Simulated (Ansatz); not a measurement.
Calculated with Ansatz (gas phase, PBE0-D4/def2-TZVP geometries, no zero-point term in ΔE). CCSD(T)/CBS adds triple-zeta CCSD(T) − MP2 to the extrapolated MP2 energy (def2 sets, frozen cores). This one scheme is used for every species. DFT in def2-TZVPP. HSE06 is defined as in plane-wave codes. Elements past krypton have def2 core potentials. For Mo outer-core shells are correlated without core-valence functions, which leaves a few kJ/mol of doubt a bond. One conformer a species, not always the lowest.

`[O]=[Mo]([OH])([F])=[S]` + HCl → `[O]=[Mo]([F])(=[S])[Cl]` + H₂O  (ligand exchange at a Mo–O bond)

```json
{"level": "HSE06", "ΔE (eV)": "-0.32"}
{"level": "CAM-B3LYP", "ΔE (eV)": "-0.21"}
```

(1) What does CCSD(T)/CBS give? (Estimate.)

Largest T1 diagnostic among the species: 0.025, so the coupled-cluster value is less sure than usual.

Results:

(1) The calculation gave: -0.39 eV. The listed levels differ from it by 0.07, 0.18 eV.

At CCSD(T), def2-SVP lies +0.17 eV from the extrapolated value and def2-TZVPP +0.06 eV. The D4 term adds −0.03 eV with B3LYP and −0.02 eV with PBE0; it sums over pairs of atoms, weighted by their polarisabilities, and B3LYP, whose exchange is more repulsive, gets the larger term.

B3LYP here is the variant with VWN-RPA as its local correlation; programs differ in this.
